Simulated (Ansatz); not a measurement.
Geometry optimisation of CH$_{6}$FGeNO (`[NH2][GeH]([OH])[CH2]F`).

```yaml
crystal:
  periodic: [false, false, false]
  atoms:
    - {symbol: N, position_ang: [-0.908788, 1.388630, -0.161268]}
    - {symbol: Ge, position_ang: [-0.392568, -0.354552, -0.464016]}
    - {symbol: O, position_ang: [0.475611, -0.393752, -2.044336]}
    - {symbol: C, position_ang: [0.851935, -0.798324, 1.027410]}
    - {symbol: F, position_ang: [1.299328, 0.393377, 1.603107]}
    - {symbol: H, position_ang: [-0.541858, 1.746891, 0.728096]}
    - {symbol: H, position_ang: [-1.910858, 1.589742, -0.229051]}
    - {symbol: H, position_ang: [-1.552497, -1.376307, -0.615262]}
    - {symbol: H, position_ang: [0.688036, 0.530810, -2.278868]}
    - {symbol: H, position_ang: [1.724504, -1.377046, 0.652018]}
    - {symbol: H, position_ang: [0.332456, -1.406370, 1.802771]}
basis:
  gaussian: {orbitals: def2-TZVP}
hamiltonian: {xc: pbe0, dispersion: d4}
relax: {f_tol: 0.005, max_steps: 150}
```

```sh
$ ansatz run in.yaml --threads 4 --pin off --events-out ev --progress --plain --max-ram 10444MiB
```

It prints (some lines left out):

```
Functional definition: PBE0
mean field -63895.95112940 eV, -2348.1328937743 hartree, gradient 6.8e-5 eV, S^2 0.000000; 0 other end points of the search recorded, 0 dependent functions left out
relax step   1: F+E_penalty+E_count = -63896.12451268 eV  Δ(F+E_penalty+E_count) = +0.000e0 eV  max|allowed force component| = 7.715e-1 eV/Å  Δτ_max = 0.0000 Å  (28 SCF iters, accepted)
mean field -63895.99531842 eV, -2348.1345176907 hartree, gradient 2.0e-5 eV, S^2 0.000000; 0 other end points of the search recorded, 0 dependent functions left out
relax step   2: F+E_penalty+E_count = -63896.16897828 eV  Δ(F+E_penalty+E_count) = -4.447e-2 eV  max|allowed force component| = 2.630e-1 eV/Å  Δτ_max = 0.0394 Å  (31 SCF iters, accepted)
mean field -63896.00124938 eV, -2348.1347356495 hartree, gradient 2.0e-5 eV, S^2 0.000000; 0 other end points of the search recorded, 0 dependent functions left out
relax step   3: F+E_penalty+E_count = -63896.17532930 eV  Δ(F+E_penalty+E_count) = -6.351e-3 eV  max|allowed force component| = 6.773e-2 eV/Å  Δτ_max = 0.0213 Å  (32 SCF iters, accepted)
mean field -63896.00245978 eV, -2348.1347801309 hartree, gradient 2.0e-5 eV, S^2 0.000000; 0 other end points of the search recorded, 0 dependent functions left out
relax step   4: F+E_penalty+E_count = -63896.17647486 eV  Δ(F+E_penalty+E_count) = -1.146e-3 eV  max|allowed force component| = 3.835e-2 eV/Å  Δτ_max = 0.0144 Å  (31 SCF iters, accepted)
mean field -63896.00266945 eV, -2348.1347878361 hartree, gradient 2.0e-5 eV, S^2 0.000000; 0 other end points of the search recorded, 0 dependent functions left out
relax step   5: F+E_penalty+E_count = -63896.17675967 eV  Δ(F+E_penalty+E_count) = -2.848e-4 eV  max|allowed force component| = 8.311e-2 eV/Å  Δτ_max = 0.0331 Å  (31 SCF iters, accepted)
mean field -63896.00320371 eV, -2348.1348074697 hartree, gradient 2.0e-5 eV, S^2 0.000000; 0 other end points of the search recorded, 0 dependent functions left out
relax step   6: F+E_penalty+E_count = -63896.17722229 eV  Δ(F+E_penalty+E_count) = -4.626e-4 eV  max|allowed force component| = 1.259e-2 eV/Å  Δτ_max = 0.0101 Å  (32 SCF iters, accepted)
mean field -63896.00325973 eV, -2348.1348095284 hartree, gradient 2.0e-5 eV, S^2 0.000000; 0 other end points of the search recorded, 0 dependent functions left out
relax step   7: F+E_penalty+E_count = -63896.17730053 eV  Δ(F+E_penalty+E_count) = -7.824e-5 eV  max|allowed force component| = 8.267e-3 eV/Å  Δτ_max = 0.0049 Å  (32 SCF iters, accepted)
mean field -63896.00331762 eV, -2348.1348116560 hartree, gradient 2.0e-5 eV, S^2 0.000000; 0 other end points of the search recorded, 0 dependent functions left out
relax step   8: F+E_penalty+E_count = -63896.17739754 eV  Δ(F+E_penalty+E_count) = -9.701e-5 eV  max|allowed force component| = 1.441e-2 eV/Å  Δτ_max = 0.0139 Å  (31 SCF iters, accepted)
mean field -63896.00335223 eV, -2348.1348129277 hartree, gradient 2.0e-5 eV, S^2 0.000000; 0 other end points of the search recorded, 0 dependent functions left out
relax step   9: F+E_penalty+E_count = -63896.17745284 eV  Δ(F+E_penalty+E_count) = -5.531e-5 eV  max|allowed force component| = 2.728e-2 eV/Å  Δτ_max = 0.0122 Å  (31 SCF iters, accepted)
mean field -63896.00339750 eV, -2348.1348145914 hartree, gradient 2.0e-5 eV, S^2 0.000000; 0 other end points of the search recorded, 0 dependent functions left out
relax step  10: F+E_penalty+E_count = -63896.17749897 eV  Δ(F+E_penalty+E_count) = -4.613e-5 eV  max|allowed force component| = 3.262e-2 eV/Å  Δτ_max = 0.0111 Å  (31 SCF iters, accepted)
mean field -63896.00344443 eV, -2348.1348163160 hartree, gradient 2.0e-5 eV, S^2 0.000000; 0 other end points of the search recorded, 0 dependent functions left out
relax step  11: F+E_penalty+E_count = -63896.17753483 eV  Δ(F+E_penalty+E_count) = -3.586e-5 eV  max|allowed force component| = 3.004e-2 eV/Å  Δτ_max = 0.0103 Å  (32 SCF iters, accepted)
mean field -63896.00348923 eV, -2348.1348179625 hartree, gradient 2.0e-5 eV, S^2 0.000000; 0 other end points of the search recorded, 0 dependent functions left out
relax step  12: F+E_penalty+E_count = -63896.17755787 eV  Δ(F+E_penalty+E_count) = -2.304e-5 eV  max|allowed force component| = 1.071e-2 eV/Å  Δτ_max = 0.0062 Å  (32 SCF iters, accepted)
mean field -63896.00351480 eV, -2348.1348189022 hartree, gradient 2.0e-5 eV, S^2 0.000000; 0 other end points of the search recorded, 0 dependent functions left out
relax step  13: F+E_penalty+E_count = -63896.17757496 eV  Δ(F+E_penalty+E_count) = -1.709e-5 eV  max|allowed force component| = 3.862e-3 eV/Å  Δτ_max = 0.0076 Å  (32 SCF iters, accepted)
mean field -63896.00353981 eV, -2348.1348198211 hartree, gradient 2.0e-5 eV, S^2 0.000000; 0 other end points of the search recorded, 0 dependent functions left out
relax step  14: F+E_penalty+E_count = -63896.17758939 eV  Δ(F+E_penalty+E_count) = -1.443e-5 eV  max|allowed force component| = 8.841e-3 eV/Å  Δτ_max = 0.0118 Å  (31 SCF iters, accepted)
mean field -63896.00355899 eV, -2348.1348205262 hartree, gradient 2.0e-5 eV, S^2 0.000000; 0 other end points of the search recorded, 0 dependent functions left out
relax step  15: F+E_penalty+E_count = -63896.17759686 eV  Δ(F+E_penalty+E_count) = -7.468e-6 eV  max|allowed force component| = 7.402e-3 eV/Å  Δτ_max = 0.0108 Å  (32 SCF iters, accepted)
mean field -63896.00355903 eV, -2348.1348205275 hartree, gradient 2.0e-5 eV, S^2 0.000000; 0 other end points of the search recorded, 0 dependent functions left out
relax step  16: F+E_penalty+E_count = -63896.17760005 eV  Δ(F+E_penalty+E_count) = -3.198e-6 eV  max|allowed force component| = 2.949e-3 eV/Å  Δτ_max = 0.0029 Å  (33 SCF iters, accepted)
mean field -63896.00355903 eV, -2348.1348205275 hartree, gradient 2.0e-5 eV, S^2 0.000000; 1 other end points of the search recorded, 0 dependent functions left out
Total energy: -63896.17762961 eV, -2348.1412175033 hartree
Atom 0 at    -0.934076     1.377245    -0.130936 Å, force    -0.000541    -0.000020    -0.000131 eV/Å
Atom 1 at    -0.404882    -0.338632    -0.443684 Å, force     0.000285     0.001659     0.000087 eV/Å
Atom 2 at     0.424695    -0.388209    -2.017956 Å, force     0.000694    -0.002366    -0.002258 eV/Å
Atom 3 at     0.857703    -0.803363     1.004825 Å, force     0.001442    -0.001552     0.002949 eV/Å
Atom 4 at     1.328810     0.360272     1.605193 Å, force    -0.001209    -0.002755    -0.001460 eV/Å
Atom 5 at    -0.617035     1.768151     0.743736 Å, force     0.000242     0.000116     0.000457 eV/Å
Atom 6 at    -1.899826     1.611125    -0.298170 Å, force     0.000104    -0.000059    -0.000167 eV/Å
Atom 7 at    -1.547783    -1.358070    -0.586627 Å, force     0.000099     0.000010     0.000291 eV/Å
Atom 8 at     0.772654     0.479890    -2.238568 Å, force    -0.000562     0.001144     0.001380 eV/Å
Atom 9 at     1.712778    -1.356043     0.607315 Å, force    -0.002500     0.001829     0.001042 eV/Å
Atom 10 at     0.372261    -1.409266     1.775472 Å, force     0.001946     0.001996    -0.002190 eV/Å
Dipole moment:    -0.261182     0.012641     0.247847 e Å
```

Run time 63 s (4 threads of an Arm Neoverse V2 on a shared host); peak host memory 0.6 GiB.
